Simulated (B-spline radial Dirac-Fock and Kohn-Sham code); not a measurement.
Relativistic shifts of the levels of Zn⁵⁺

System: the Zn⁵⁺ ion, configuration [Ar] 3d7.

Both columns are ΔSCF binding energies of the configuration average from a radial atomic solver: non-relativistic Hartree-Fock with a point nucleus, and Dirac-Fock with a finite nucleus and the Coulomb interaction alone, averaged over the two j levels with weights 2j+1.

```csv
shell,Hartree-Fock (eV),Dirac-Fock (eV),shift (eV),shift (%)
1s,9669.5,9789.4,+119.86,+1.24
2s,1287.9,1314.2,+26.29,+2.04
2p,1138.0,1143.7,+5.66,+0.50
3s,241.8,246.3,+4.52,+1.87
3p,191.6,192.7,+1.08,+0.56
3d,110.4,109.8,-0.62,-0.56
```

Relativity binds 1s, 2s, 2p, 3s, 3p more strongly, among those listed most of all 2s in relative terms, and 3d more weakly, because the contracted s and p shells screen the nucleus better.

Values without a named source are computed, but for edge energies of neutral atoms, which are taken from tables.
